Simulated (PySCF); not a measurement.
C₂H₆OSi₂, SMILES [SiH2]([SiH2]O)C#C.

Geometry: ωB97X-D3(BJ)/def2-SVP. The structure was generated by enumeration, and PubChem lists no compound with its InChIKey, so it may never have been made. Other conformers were not sampled.

Computed with SMD-ωB97X/def2-SVP in PySCF.

Solvation free energies are E(SMD) − E(gas) at the gas-phase geometry, for 1 M in both phases. In vacuum the dipole moment is 1.31 D.

```json
[
 {"solvent": "water", "ΔG(solv) (kcal/mol)": "-1.4", "its non-electrostatic (CDS) part": "5.5", "dipole (D)": "1.68"},
 {"solvent": "dimethylsulfoxide", "ΔG(solv) (kcal/mol)": "-1.9", "its non-electrostatic (CDS) part": "2.4", "dipole (D)": "1.55"},
 {"solvent": "diethylether", "ΔG(solv) (kcal/mol)": "-2.9", "its non-electrostatic (CDS) part": "0.0", "dipole (D)": "1.48"}
]
```
